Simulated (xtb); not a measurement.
Cl₂Fe (SMILES [Cl][Fe][Cl]), quintet, from a rough starting geometry (GFN-xTB shapes and energies of metal compounds can be far from the true ones); GFN2-xTB (xtb).

Input for xtb:
```
$ xtb mol.xyz --gfn 2 --uhf 4 --opt vtight --json

# file mol.xyz
3

Fe    -0.03836926    -0.04667022    -0.01513902
Cl     1.49633850     0.29074283    -1.41576668
Cl    -1.41077419    -0.42402987     1.42381444
```

Output, abridged:

```
   ID    Z sym.   atoms
    1   26 Fe     1
    2   17 Cl     2, 3

           -------------------------------------------------
          |                Calculation Setup                |
           -------------------------------------------------

           -------------------------------------------------
          |                 G F N 2 - x T B                 |
           -------------------------------------------------

          ...................................................
          :                      SETUP                      :
          :.................................................:
          :  # basis functions                  30          :
          :  # atomic orbitals                  27          :
          :  # shells                            9          :
          :  # electrons                        22          :
          :  max. iterations                   250          :
          :  Hamiltonian                  GFN2-xTB          :
          :  restarted?                      false          :
          :  GBSA solvation                  false          :
          :  PC potential                    false          :
          :  electronic temp.          300.0000000     K    :
          :  accuracy                    1.0000000          :
          :  -> integral cutoff          0.2500000E+02      :
          :  -> integral neglect         0.1000000E-07      :
          :  -> SCF convergence          0.1000000E-05 Eh   :
          :  -> wf. convergence          0.1000000E-03 e    :
          :  Broyden damping             0.4000000          :
          :  net charge                          0          :
          :  unpaired electrons                  4          :
          ...................................................

 iter      E             dE          RMSdq      gap      omega  full diag
   1    -12.2246342 -0.122246E+02  0.131E+01    8.58       0.0  T
   2    -12.2485591 -0.239249E-01  0.450E+00    8.12       1.0  T
   3    -12.2529370 -0.437794E-02  0.325E+00    8.58       1.0  T
   4    -12.2539291 -0.992089E-03  0.145E+00    8.71       1.0  T
   5    -12.2543064 -0.377301E-03  0.162E-01    8.82       1.0  T
   6    -12.2543090 -0.256502E-05  0.943E-02    8.84       1.0  T
   7    -12.2543102 -0.119574E-05  0.568E-02    8.84       1.0  T
   8    -12.2543111 -0.925855E-06  0.145E-02    8.85       4.0  T
   9    -12.2543113 -0.241037E-06  0.784E-03    8.85       7.4  T
  10    -12.2543114 -0.338203E-07  0.548E-03    8.85      10.5  T
  11    -12.2543114 -0.871886E-08  0.942E-04    8.85      61.3  T
  12    -12.2543114 -0.794335E-09  0.604E-04    8.85      95.5  T

   *** convergence criteria satisfied after 12 iterations ***

         :::::::::::::::::::::::::::::::::::::::::::::::::::::
         ::                     SUMMARY                     ::
         :::::::::::::::::::::::::::::::::::::::::::::::::::::
         :: total energy             -12.247319241970 Eh    ::
         :: gradient norm              0.017414331055 Eh/a0 ::
         :: HOMO-LUMO gap              8.847558952293 eV    ::
         ::.................................................::
         :: SCC energy               -12.254311383289 Eh    ::
         :: -> isotropic ES           -0.014084076404 Eh    ::
         :: -> anisotropic ES          0.001163426401 Eh    ::
         :: -> anisotropic XC          0.001770830981 Eh    ::
         :: -> dispersion             -0.000680694762 Eh    ::
         :: repulsion energy           0.006992141319 Eh    ::
         :: add. restraining           0.000000000000 Eh    ::
         :: total charge              -0.000000000000 e     ::
         :::::::::::::::::::::::::::::::::::::::::::::::::::::

      -----------------------------------------------------------
     |                   =====================                   |
     |                        A N C O P T                        |
     |                   =====================                   |
     |               Approximate Normal Coordinate               |
     |                Rational Function Optimizer                |
      -----------------------------------------------------------
      -----------------------------------------------------------
     |                   =====================                   |
     |                        A N C O P T                        |
     |                   =====================                   |
     |               Approximate Normal Coordinate               |
     |                Rational Function Optimizer                |
      -----------------------------------------------------------

          ...................................................
          :                      SETUP                      :
          :.................................................:
          :   optimization level         verytight          :
          :   max. optcycles                   200          :
          :   ANC micro-cycles                  20          :
          :   degrees of freedom                 3          :
          :.................................................:
          :   RF solver                   davidson          :
          :   write xtbopt.log                true          :
          :   linear?                        false          :
          :   energy convergence         0.1000000E-06 Eh   :
          :   grad. convergence          0.2000000E-03 Eh/α :
          :   maxmium RF displ.          1.0000000          :
          :   Hlow (freq-cutoff)         0.1000000E-01      :
          :   Hmax (freq-cutoff)         5.0000000          :
          :   S6 in model hess.         20.0000000          :
          ...................................................

generating ANC from exact Hessian ...
Using Lindh-Hessian (1995)
 Shifting diagonal of input Hessian by    3.2288976606802723E-003
 Lowest  eigenvalues of input Hessian
[...]
 * total energy  :   -12.2473192 Eh     change       -0.2931557E-09 Eh
 * total energy  :   -12.2484476 Eh     change       -0.1128396E-02 Eh
 * total energy  :   -12.2527207 Eh     change       -0.4273092E-02 Eh
 * total energy  :   -12.2506323 Eh     change        0.2088386E-02 Eh
 * total energy  :   -12.2558993 Eh     change       -0.5266916E-02 Eh
 * total energy  :   -12.2572335 Eh     change       -0.1334265E-02 Eh
 * total energy  :   -12.2578041 Eh     change       -0.5706172E-03 Eh
 * total energy  :   -12.2578924 Eh     change       -0.8826032E-04 Eh
 * total energy  :   -12.2578973 Eh     change       -0.4931275E-05 Eh
 * total energy  :   -12.2579003 Eh     change       -0.2921065E-05 Eh
 * total energy  :   -12.2579003 Eh     change       -0.5161141E-07 Eh
   *** GEOMETRY OPTIMIZATION CONVERGED AFTER 11 ITERATIONS ***
[...]
          :  -> integral neglect         0.1000000E-07      :
          :  -> SCF convergence          0.1000000E-05 Eh   :
          :  -> wf. convergence          0.1000000E-03 e    :
          :  Broyden damping             0.4000000          :
          :  net charge                          0          :
          :  unpaired electrons                  4          :
          ...................................................

 iter      E             dE          RMSdq      gap      omega  full diag
   1    -12.2658662 -0.122659E+02  0.238E-04    7.36       0.0  T
   2    -12.2658662 -0.155289E-10  0.190E-04    7.36     303.3  T
   3    -12.2658662 -0.285905E-10  0.929E-05    7.36     621.7  T

   *** convergence criteria satisfied after 3 iterations ***

         :::::::::::::::::::::::::::::::::::::::::::::::::::::
         ::                     SUMMARY                     ::
         :::::::::::::::::::::::::::::::::::::::::::::::::::::
         :: total energy             -12.257900307269 Eh    ::
         :: gradient norm              0.000062705730 Eh/a0 ::
         :: HOMO-LUMO gap              7.359778185705 eV    ::
         ::.................................................::
         :: SCC energy               -12.265866169444 Eh    ::
         :: -> isotropic ES           -0.016013283055 Eh    ::
         :: -> anisotropic ES          0.000760318222 Eh    ::
         :: -> anisotropic XC         -0.000376516281 Eh    ::
         :: -> dispersion             -0.000854193826 Eh    ::
         :: repulsion energy           0.007965862175 Eh    ::
         :: add. restraining           0.000000000000 Eh    ::
         :: total charge              -0.000000000378 e     ::
         :::::::::::::::::::::::::::::::::::::::::::::::::::::

           -------------------------------------------------
          |                Property Printout                |
           -------------------------------------------------

    * Orbital Energies and Occupations

         #    Occupation            Energy/Eh            Energy/eV
      -------------------------------------------------------------
         1        2.0000           -1.0579193             -28.7874
         2        2.0000           -1.0424457             -28.3664
         3        2.0000           -0.4484393             -12.2027
         4        2.0000           -0.4466551             -12.1541
         5        2.0000           -0.4408518             -11.9962
         6        2.0000           -0.4389360             -11.9441
         7        2.0000           -0.4331492             -11.7866
         8        2.0000           -0.4293667             -11.6837
         9        1.5033           -0.3883645             -10.5679
        10        1.4967           -0.3883393             -10.5673
        11        1.0000           -0.3677388             -10.0067
        12        1.0000           -0.3487247              -9.4893
        13        1.0000           -0.3466451              -9.4327 (HOMO)
        14                         -0.0761782              -2.0729 (LUMO)
        15                         -0.0071172              -0.1937
        16                          0.0391413               1.0651
        17                          0.0405687               1.1039
        18                          0.0407127               1.1078
        19                          0.0407829               1.1098
        20                          0.0408137               1.1106
        21                          0.0443981               1.2081
        22                          0.0544351               1.4813
        23                          0.0571986               1.5565
        24                          0.0655163               1.7828
       ...                                ...                  ...
        27                          1.2937101              35.2036
      -------------------------------------------------------------
                  HL-Gap            0.2704669 Eh            7.3598 eV
             Fermi-level           -0.2998818 Eh           -8.1602 eV

     #   Z          covCN         q      C6AA      α(0)
     1  26 Fe       1.589     0.656     5.092     7.279
     2  17 Cl       0.794    -0.328   109.572    16.013
     3  17 Cl       0.794    -0.328   109.568    16.013

 Mol. C6AA /au·bohr⁶  :        501.105113
 Mol. C8AA /au·bohr⁸  :      22369.841689
 Mol. α(0) /au        :         39.304792

Wiberg/Mayer (AO) data.
largest (>0.10) Wiberg bond orders for each atom

 ---------------------------------------------------------------------------
     #   Z sym  total        # sym  WBO       # sym  WBO       # sym  WBO
 ---------------------------------------------------------------------------
     1  26 Fe   2.283 --     3 Cl   1.142     2 Cl   1.142
     2  17 Cl   1.189 --     1 Fe   1.142
     3  17 Cl   1.189 --     1 Fe   1.142
 ---------------------------------------------------------------------------

Topologies differ in total number of bonds
Writing topology from bond orders to xtbtopo.mol

molecular dipole:
                 x           y           z       tot (Debye)
 q only:       -0.893       0.456      -0.794
   full:       -0.992       0.507      -0.882       3.611
molecular quadrupole (traceless):
                xx          xy          yy          xz          yz          zz
 q only:       -1.561      -1.474       2.967       5.798       1.167      -1.406
  q+dip:       -1.978      -2.220       3.849       8.152       1.365      -1.872
   full:       -2.271      -2.192       4.345       8.420       1.657      -2.074

optimized geometry written to: xtbopt.xyz

           -------------------------------------------------
          | TOTAL ENERGY              -12.257900307269 Eh   |
          | GRADIENT NORM               0.000062705730 Eh/α |
          | HOMO-LUMO GAP               7.359778185705 eV   |
           -------------------------------------------------

normal termination of xtb
```
